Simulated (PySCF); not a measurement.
Atoms are numbered as in `[CH3:1][C:2](=[O:3])[C@@H:4]1[O:5][CH2:6][Si@H:7]([NH2:8])[NH:9][SiH2:10]1`. Hydrogens are named by the atom that carries them. Ha(C6), Ha(Si10) are cis to C2 on the ring; Hb(C6), Hb(Si10) are trans to C2 on the ring.

PySCF calculation with coordinates at the GFN2-xTB level and shielding tensors at PBE0/pcSseg-1 (GIAO); no solvent, rapidly exchanging positions averaged, non-relativistic Hamiltonian, a single conformation.

References, each an isolated molecule treated in the same way: ¹³C (186.93 ppm), ¹H (31.72 ppm), ²⁹Si (349.16 ppm) vs TMS; H2O for ¹⁷O (336.08 ppm); ¹⁵N (267.73 ppm) vs NH3.

```csv
atoms,nucleus,count,Hirshfeld charge,δ (ppm)
O3,¹⁷O,1,-0.25,639.9
N9,¹⁵N,1,-0.34,15.3
C1,¹³C,1,-0.13,?
Ha(Si10),¹H,1,-0.08,?
Hb(C6),¹H,1,0.03,3.60
H(C4),¹H,1,0.05,3.72
Hb(Si10),¹H,1,-0.08,4.91
C2,¹³C,1,0.16,215.2
C4,¹³C,1,-0.05,85.8
N8,¹⁵N,1,-0.32,?
Si7,²⁹Si,1,0.41,-33.7
C6,¹³C,1,-0.09,65.6
Si10,²⁹Si,1,0.37,?
H(Si7),¹H,1,-0.11,5.49
H(N9),¹H,1,0.12,?
H(N8),¹H,2,0.12,0.37
H(C1),¹H,3,0.05,?
O5,¹⁷O,1,-0.12,3.0
Ha(C6),¹H,1,0.05,3.89
```

Estimate the values marked ?.

## Answers


- C1: 29.7 ppm, methyl carbon α to a carbonyl; the adjacent C=O deshields it moderately
- Ha(Si10): 4.79 ppm, hydrogen on a silicon bonded to C, N, in a 6-membered ring
- H(C1): 2.32 ppm, hydrogen on a methyl carbon α to a carbonyl; α to C=O
- H(N9): -0.34 ppm, hydrogen on a nitrogen bonded to 2 Si, in a 6-membered ring; labile proton, position sensitive to the medium
- Si10: -37.0 ppm, silicon bonded to C, N, 2 H, in a 6-membered ring
- N8: 23.9 ppm, nitrogen bonded to Si, 2 H

The OH or NH signal is concentration- and solvent-dependent in practice; the value given is the gas-phase one. Shifts are as computed. Against solution values, carbons near 30 ppm lie about +3 ppm off and those near 130 ppm about +5 ppm. Of 1211 compounds with measured shifts, 218 miss one by over three times the rms of a fit or turn the order of signals round; such compounds aren't used in these exercises. Unscaled 17O shifts of doubly bonded oxygen tend to come out too high, by tens of ppm or more. Experimental scales use liquid or dissolved standards, which lie at an offset from isolated NH3 (liquid NH3: subtract about 20 ppm) and H2O (liquid H2O: subtract about 36 ppm).
